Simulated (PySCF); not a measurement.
Run record for `O=C1C=C[C@@H]1OC(F)(F)F`: WP04/cc-pVDZ, damping 0.1 at the start, DIIS from the seventh cycle, full TDDFT, 1 singlet.

Method: TDDFT WP04/cc-pVDZ, vertical, gas phase, core orbitals frozen in the response (PySCF 2.14.0, density-fitted response routines). Geometry: GFN2-xTB. A driver script takes a list of jobs; this job's settings line and coordinates (Å) are shown.

Command:
```bash
OMP_NUM_THREADS=1 python probes_run.py task.json out
```

Input:
```
{"job": {"kind": "uv", "xc": "WP04", "basis": "cc-pVDZ", "nstates": 1, "ntriplets": 2, "tda": false, "scf": {"damp": 0.1}}, "charge": 0, "multiplicity": 1}
O      1.264266     2.294620    -0.285567
C      1.269461     1.121158    -0.102471
C      2.253746     0.022410    -0.054952
C      1.304550    -0.924023    -0.001904
C      0.144010     0.043008     0.072392
O     -0.782105    -0.035091    -1.019684
C     -2.058320    -0.121834    -0.698644
F     -2.345398    -1.201576     0.058306
F     -2.514742     0.924598     0.008263
F     -2.792610    -0.208859    -1.796203
H      3.327056     0.005874    -0.063917
H      1.310733    -1.997366    -0.021819
H     -0.385034     0.077568     1.027226
```

Output:
```
damping 0.10 in the first 6 cycles
final grid: 129384 points
cycle   1  E = -654.1532580883  dE =  2.147e+00  |g| = 1.712e+00  |ddm| = 7.881e+00
cycle   2  E = -653.1424112712  dE =  1.011e+00  |g| = 2.813e+00  |ddm| = 5.870e+00
cycle   3  E = -652.0982540664  dE =  1.044e+00  |g| = 3.554e+00  |ddm| = 8.311e+00
cycle   4  E = -640.1119764841  dE =  1.199e+01  |g| = 5.797e+00  |ddm| = 1.229e+01
cycle   5  E = -591.3269257409  dE =  4.879e+01  |g| = 1.190e+01  |ddm| = 6.398e+01
cycle   6  E = -455.0661666476  dE =  1.363e+02  |g| = 1.890e+01  |ddm| = 9.206e+01
cycle   7  E = -396.1551717769  dE =  5.891e+01  |g| = 1.763e+01  |ddm| = 8.963e+01
cycle   8  E = -442.4464686218  dE = -4.629e+01  |g| = 1.655e+01  |ddm| = 8.722e+01
cycle   9  E = -513.6270552193  dE = -7.118e+01  |g| = 1.273e+01  |ddm| = 9.128e+01
cycle  10  E = -606.1617835170  dE = -9.253e+01  |g| = 9.923e+00  |ddm| = 6.592e+01
... (6 lines left out)
cycle  17  E = -654.6588676062  dE = -7.892e-03  |g| = 1.864e-01  |ddm| = 4.790e-01
cycle  18  E = -654.6667272583  dE = -7.860e-03  |g| = 6.743e-02  |ddm| = 3.040e-01
cycle  19  E = -654.6675869302  dE = -8.597e-04  |g| = 2.712e-02  |ddm| = 1.254e-01
cycle  20  E = -654.6677312633  dE = -1.443e-04  |g| = 8.989e-03  |ddm| = 4.278e-02
cycle  21  E = -654.6677460732  dE = -1.481e-05  |g| = 1.733e-03  |ddm| = 1.409e-02
cycle  22  E = -654.6677467334  dE = -6.602e-07  |g| = 5.003e-04  |ddm| = 2.850e-03
cycle  23  E = -654.6677467741  dE = -4.076e-08  |g| = 2.407e-04  |ddm| = 8.685e-04
cycle  24  E = -654.6677467847  dE = -1.055e-08  |g| = 5.733e-05  |ddm| = 3.395e-04
cycle  25  E = -654.6677467848  dE = -1.673e-10  |g| = 4.650e-05  |ddm| = 1.314e-04
cycle  26  E = -654.6677467853  dE = -4.632e-10  |g| = 7.673e-06  |ddm| = 6.891e-05
converged SCF energy = -654.6677467853

Static polarisability (au): isotropic 52.615, principal 33.908 57.941 65.995

Singlet excitations
state   eV       nm        f      main configurations
  1   3.8384    323.0   0.00066   H->L 0.99

Triplet excitations (Tamm-Dancoff, eV): 3.4354 3.9904
```

H and L stand for HOMO and LUMO; the number after each pair is its weight.

Question: Give S1 in cm⁻¹ and kJ/mol.

Answer: 3.8384 eV × 8065.54 = 30959 cm⁻¹; × 96.485 = 370.3 kJ/mol.

Question: How does the lowest singlet excitation compare with the HOMO–LUMO gap?

Answer: HOMO -8.84 eV and LUMO -4.13 eV give a gap of 4.71 eV; S1 at 3.84 eV lies 0.87 eV below it.

In short: SCF converged in 26 cycles with 155 basis and 873 fitting functions; HOMO -8.84 eV, LUMO -4.13 eV; lowest singlet 3.84 eV; lowest triplet 3.44 eV (Tamm–Dancoff); mean polarisability 52.6 au.

Question: How long does this job take on one thread, AMD EPYC 9R45 (x86_64) (shared host)? And the peak memory of the process?

Answer: About 24 s, with 0.70 GiB resident at the peak, the Python interpreter and its libraries included.

Conformer computed: `[O:1]=[C:2]1[CH:3]=[CH:4][C@@H:5]1[O:6][C:7]([F:8])([F:9])[F:10]`: C4–C5–O6–C7 130°, C5–O6–C7–F8 -59°.

One conformer stands for the species.
